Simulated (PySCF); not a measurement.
Molfile (atoms numbered from 1):
```
CHClF4Si
     RDKit          3D

  8  7  0  0  0  0  0  0  0  0999 V2000
   -0.5713    1.2334   -0.5821 F   0  0  0  0  0  0  0  0  0  0  0  0
   -0.7519    0.2317    0.3141 C   0  0  2  0  0  0  0  0  0  0  0  0
    0.4206   -1.0803    0.0316 Cl  0  0  0  0  0  0  0  0  0  0  0  0
   -2.4816   -0.4887    0.1431 Si  0  0  0  0  0  4  0  0  0  0  0  0
   -2.6982   -1.6395    1.2276 F   0  0  0  0  0  0  0  0  0  0  0  0
   -2.7223   -1.0853   -1.3150 F   0  0  0  0  0  0  0  0  0  0  0  0
   -3.5704    0.6506    0.4076 F   0  0  0  0  0  0  0  0  0  0  0  0
   -0.5516    0.6171    1.3273 H   0  0  0  0  0  0  0  0  0  0  0  0
  1  2  1  0
  2  3  1  0
  2  4  1  0
  4  5  1  0
  4  6  1  0
  4  7  1  0
  2  8  1  1
M  END
```

Geometry: PBE0-D3(BJ)/def2-SVP; GIAO shifts from PySCF, gas phase, non-relativistic, averaged over equivalent atoms.

At PBE0/pcSseg-0 (73 basis functions, 4.9 s wall time on 1 thread of an Arm Neoverse V2, shared host):
```tsv
atoms	δ (ppm)
F5/F6/F7	-185.2
F1	-225.1
C2	98.2
Cl3	164.8
Si4	-43.9
H8	6.05
```

Scale: 19F (178.37 ppm) vs CFCl3; 13C (193.52 ppm) and 29Si (348.52 ppm) and 1H (32.83 ppm) against TMS; 35Cl (952.40 ppm) vs HCl (reference shieldings calculated alike).

Question: Estimate the result of repeating the calculation with PBE0/6-31G*.

Answer: 
```csv
atoms,δ at PBE0/6-31G*,change
F5/F6/F7,-135.9,+49.3
F1,-185.5,+39.6
C2,89.3,-8.9
Cl3,157.6,-7.2
Si4,-57.4,-13.5
H8,5.92,-0.13
```

Shifts are taken against calculated references (same method and geometry level): CFCl3 for 19F (σref 198.90); TMS for 13C (σref 194.14) and 29Si (σref 418.09) and 1H (σref 31.96); 35Cl (σref 929.83) vs HCl.

The largest change is at F5/F6/F7 (fluorine bonded to Si). Cost: 108 basis functions, 7.7 s wall time on 1 thread of an Arm Neoverse V2, shared host.

Carbons that carry Cl, above all several Cl atoms, come out too deshielded, partly because spin–orbit coupling is missing. Unscaled 19F shifts against computed CFCl3 carry errors that often reach 10 to 50 ppm.
